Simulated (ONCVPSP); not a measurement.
**Configuration tests for strontium (Sr) (ONCV)**

Sr, optimised norm-conserving Vanderbilt (ONCV), made with ONCVPSP 4.0.1 (PBEsol, scalar-relativistic). Core [Ar] 3d10, reference 4s2 4p6 5s1.5 5p0.5. Waves: 4s+5s: rc 2.45 bohr, ncon 4, nbas 7, qcut 5 1/bohr, 2 projectors; 4p+5p: rc 2.95 bohr, ncon 4, nbas 8, qcut 3.7 1/bohr, 2 projectors; d scattering state at 0.25 Ha: rc 2.45 bohr, ncon 4, nbas 9, qcut 4.4 1/bohr, local. Local part: the d channel. Core correction: Teter function, fcfact 2.75, rcfact 1.75.

In the d channel the program set the typed energies aside and used 0.050 Ha.

Energies are relative to the spin-unpolarised reference configuration 4s2 4p6 5s1.5 5p0.5; without spin polarisation the order of configurations can differ from experiment.

```json
{"valence configuration": "4s2 4p6 5s1 5p0", "charge": "+1", "ΔE all-electron (eV)": "4.751", "error AE − PS (meV)": "-0.8"}
{"valence configuration": "4s2 4p6 5s0 5p0", "charge": "+2", "ΔE all-electron (eV)": "15.646", "error AE − PS (meV)": "-10"}
```

(1) What are ΔE and the potential's error for 4s2 4p6 5s2 5p0?

(2) What are ΔE and the potential's error for 4s2 4p6 5s1 5p1?

Levels in the configuration 4s2 4p6 5s2 5p0:

```csv
level,all-electron (eV),pseudo (eV)
4s,-40.874,-40.866
4p,-22.807,-22.807
5s,-3.536,-3.536
```

## Answers

(1) ΔE = -1.145 eV all-electron; the error (AE − PS) is -0.2 meV.

(2) ΔE = 1.169 eV all-electron; the error (AE − PS) is -0.3 meV.
